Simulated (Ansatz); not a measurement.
Gas-phase electronic energies from Ansatz, PBE0-D4/def2-TZVP geometries. CCSD(T)/CBS is the MP2 limit (def2-TZVPP, def2-QZVPP) plus CCSD(T) − MP2 in def2-TZVPP, frozen cores. This one scheme is used for every species. DFT in def2-TZVPP. B3LYP here is the variant with VWN-RPA as its local correlation; programs differ in this. HSE06 is defined as in plane-wave codes. Each species was taken in one conformer, which may not be the lowest.

Reaction (ligand exchange at the Si–C bond): `C=C[SiH](C)O` + HCl → `C=C[SiH](O)Cl` + CH₄

`C=C[SiH](C)O`:

Cartesian coordinates in Å:
```
C -0.455 1.784 1.309
C 0.165 1.279 0.245
Si -0.402 -0.265 -0.627
C 1.052 -1.406 -0.883
O -1.620 -0.989 0.224
H -0.110 2.681 1.815
H -1.349 1.319 1.715
H 1.051 1.797 -0.122
H -1.011 0.075 -1.938
H 1.821 -0.916 -1.487
H 0.746 -2.318 -1.402
H 1.510 -1.689 0.069
H -1.398 -1.353 1.082
```

HCl:

Cartesian coordinates in Å:
```
Cl 0.444 0.075 0.454
H -0.444 -0.075 -0.454
```

`C=C[SiH](O)Cl`:

```xyz
10

C    -0.602   -0.663   -1.407
C    -0.939   -0.169   -0.218
Si    0.318    0.214    1.081
O     1.843    0.159    0.493
Cl   -0.113    2.095    1.810
H    -1.341   -0.891   -2.170
H     0.434   -0.865   -1.666
H    -1.991    0.012   -0.004
H     0.289   -0.718    2.225
H     2.102    0.827   -0.144
```

CH₄:

```xyz
5

C     0.000    0.000    0.000
H     0.697   -0.711    0.443
H     0.071   -0.050   -1.086
H     0.247    1.007    0.334
H    -1.015   -0.246    0.309
```

| level | ΔE (kJ/mol) | difference from CCSD(T)/CBS |
| --- | --- | --- |
| LDA (SPW92) | -109.9 | 5.6 |
| PBE-D4 | -114.1 | 1.4 |
| revPBE-D4 | -113.6 | 1.9 |
| r2SCAN-D4 | -119.5 | -4.0 |
| B97M-V | -121.1 | -5.6 |
| B3LYP-D4 | -118.3 | -2.8 |
| r2SCAN0-D4 | -119.7 | -4.2 |
| BHLYP-D4 | -121.6 | -6.1 |
| CAM-B3LYP-D4 | -116.8 | -1.3 |
| revPBE | -115.6 | -0.1 |
| PBE0 | -116.1 | -0.6 |
| r2SCAN0 | -120.0 | -4.5 |
| HSE06 | -116.2 | -0.7 |
| LC-ωPBE | -113.8 | 1.7 |
| MP2/def2-SVP | -117.6 | -2.1 |
| MP2/def2-TZVPP | -117.9 | -2.4 |
| CCSD(T)/CBS | -115.5 | 0 |

Largest T1 diagnostic among the species: 0.011.

In def2-TZVPP, CCSD(T) changes the Hartree–Fock value by +13.0 kJ/mol (the triples alone add +0.2 kJ/mol) and MP2 by +7.5 kJ/mol. Leaving LDA and LC-ωPBE aside and taking each functional with its dispersion term where it has one, the values spread over 8.0 kJ/mol, from BHLYP-D4 to revPBE-D4. LDA lies +4.8 kJ/mol from PBE without D4.
